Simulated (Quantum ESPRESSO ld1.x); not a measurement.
Q: These are the eigenvalues of the occupied orbitals of an atom or ion with whole-number occupations (eV). Method: Dirac Kohn-Sham, LDA (Slater exchange, Perdew-Zunger correlation), spin-unpolarised, spherical densities, point nucleus; computed with ld1.x of Quantum ESPRESSO 7.5.

orbital  eigenvalue
1s1/2      -23470.0
2s1/2      -5249.08
2p1/2      -5096.01
2p3/2      -4963.36

Which element is it, and in what charge state? The configuration may be excited. Open shells, if any, are shared by 2j + 1.

A: Z = 43, technetium, charge +36: Tc36+ in [He] 2s2 2p3. The list shows which subshells hold electrons but not how many an open one holds; the 1s level, -862.5 hartree, gives Z - s = 41.5 by -(Z - s)^2/2, which with screening and relativity narrows Z to a few neighbours, and the depths of the outer levels then fix element, charge and occupations together.
